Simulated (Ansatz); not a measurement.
```xyz
11

Si    0.215   -1.512   -0.801
N    -0.254   -0.239    0.295
Si    0.321    1.385   -0.036
Ge   -1.322   -0.719    1.722
Cl   -1.501    1.284    2.643
H    -0.277   -1.249   -2.177
H     1.692   -1.669   -0.844
H    -0.399   -2.770   -0.290
H     1.129    1.276   -1.284
H     1.195    1.888    1.050
H    -0.799    2.324   -0.278
```

The species carries charge 0 and has multiplicity 1.

Task: List the ωB97M-V/def2-TZVPP orbital energies in eV (Ansatz 0.2.0). (Best estimate.)

Result: The calculation gave: Occupied: -10867.55, -2771.58, -1807.50, -1807.35, -1363.30, -1211.06, -1211.03, -1210.99, -394.71, -261.97, -199.42, -199.35, -199.32, -175.07, -148.54, -148.38, -124.41, -124.30, -124.16, -102.67, -102.64, -102.63, -102.51, -102.48, -102.47, -37.17, -37.13, -37.03, -37.01, -36.92, -26.47, -25.13, -18.42, -18.10, -16.10, -13.85, -13.51, -13.49, -12.24, -12.01, -11.80, -11.54, -11.25, -10.41, -9.86. Lowest empty: -0.47, 1.29, 1.99, 2.78, 2.78, 2.80, 2.97, 3.24.
